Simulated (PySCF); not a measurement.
Compound: C₃H₃BrGeO.
SMILES with atom numbers: `[O:1]=[CH:2][C:3]#[C:4][GeH2:5][Br:6]` (hydrogens: H7 on C2; H8, H9 on Ge5)

Cartesian coordinates in Å at the PBE0-D3(BJ)/def2-SVP level; atoms count from 1:
```xyz
9
C3H3BrGeO angstrom
O     -3.3696   -0.5613   -0.0243
C     -2.5103    0.2031   -0.3789
C     -1.0970    0.0089   -0.1168
C      0.0991   -0.1211    0.0848
Ge     1.9637   -0.3133    0.3821
Br     3.0042    1.4764   -0.6242
H     -2.7442    1.1356   -0.9475
H      2.4601   -1.5939   -0.2919
H      2.2523   -0.2511    1.8832
```

The calculation used PBE0-D3(BJ)/def2-SVP geometry optimisation, gas phase in PySCF.

Take the most abundant isotopes and a rigid rotor. 

(1) What are A, B and C (MHz)?

(2) Classify the top.

(3) What does the inertial defect say?

(4) Which lines would a microwave search look for?

Answers

(1) Ia = 143.55, Ib = 947.26, Ic = 1084.16 u·Å²; 505379 MHz·u·Å²/I gives A = 3521, B = 533.5, C = 466.1 MHz.

(2) A near-prolate asymmetric top. Ray's parameter κ = (2B − A − C)/(A − C) = -0.956; −1 is the prolate and +1 the oblate limit.

(3) Not planar: Δ = Ic − Ia − Ib = -6.65 u·Å². For a rigid frame Δ = −2 Σ m c², so Σ m c² = 3.32 u·Å² lies off the ab plane: 3.32 from hydrogen and 0.01 from heavier atoms. The atom farthest from that plane is 1.29 Å away.

(4) The dipole components are |μa| = 1.54 D, |μb| = 0.45 D, |μc| = 0.05 D. The squared components, which scale the intensities, stand as 1.00 : 0.09 : 0.00 (a : b : c). Some lines, for components of 0.1 D or more:

| type | branch | J(Ka,Kc) | MHz | lower level (cm⁻¹) |
| --- | --- | --- | --- | --- |
| a | R | 1(0,1) ← 0(0,0) | 1000 | 0.000 |
| a | R | 2(1,2) ← 1(1,1) | 1932 | 0.133 |
| a | R | 2(0,2) ← 1(0,1) | 1998 | 0.033 |
| a | R | 2(1,1) ← 1(1,0) | 2067 | 0.135 |
| b | Q | 1(1,0) ← 1(0,1) | 3055 | 0.033 |
| b | Q | 2(1,1) ← 2(0,2) | 3123 | 0.100 |
| b | R | 1(1,1) ← 0(0,0) | 3987 | 0.000 |
| b | R | 2(1,2) ← 1(0,1) | 4919 | 0.033 |
| b | Q | 2(2,0) ← 2(1,1) | 8963 | 0.204 |
| b | Q | 2(2,1) ← 2(1,2) | 9164 | 0.197 |
| b | R | 2(2,1) ← 1(1,0) | 11028 | 0.135 |
| b | R | 2(2,0) ← 1(1,1) | 11097 | 0.133 |

Stationary, but not proved a minimum. Constants of a rigid frame at the computed geometry: no zero-point averaging, no centrifugal distortion. Quadrupole hyperfine structure (79Br) is left out.
